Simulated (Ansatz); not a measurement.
Basis sets compared for [NbO3(OH)]2- (NbO4H²⁻). Total charge -2; singlet. Geometry B3LYP-D4/def2-SVPD. Ansatz on 4 threads of Arm Neoverse V1 on a shared host; times are rough, and most runs start from earlier orbitals.

Cartesian coordinates in Å:
```
Nb -0.237 0.417 -0.153
O 0.258 1.154 -1.747
O -2.050 0.434 0.047
O 0.612 1.204 1.262
O 0.427 -1.564 -0.094
H 0.989 -1.645 0.684
```

In the def2 sets Nb takes a core potential; there is no spin–orbit coupling. A multiply charged anion in the gas phase is held together partly by the finite basis. At PBE-D4/def2-SVPD, PBE-D4/def2-TZVPD, PBE0-D4/def2-SVPD, PBE0-D4/def2-TZVPD the highest occupied level of the charge -2 singlet lies above zero (up to 4.10 eV). The electron is either unbound and held by the finite basis, or the level is raised by self-interaction error.

| level | functions | energy (Eh) | HOMO (eV) | LUMO (eV) | wall time |
| --- | --- | --- | --- | --- | --- |
| PBE-D4/def2-SVPD | 134 | -358.1816 | 4.06 | 6.57 | 1.3 s |
| PBE0-D4/def2-SVPD | 134 | -358.0992 | 2.64 | 7.12 | 1.4 s |

Question: Estimate the rows for PBE-D4/def2-TZVPD, PBE0-D4/def2-TZVPD (with forces).

Answer: 
```csv
level,functions,energy (Eh),HOMO (eV),LUMO (eV),wall time
PBE-D4/def2-TZVPD,209,-358.5333,4.10,6.15,1.8 s
PBE0-D4/def2-TZVPD (with forces),209,-358.4517,2.71,6.62,3.7 s
```
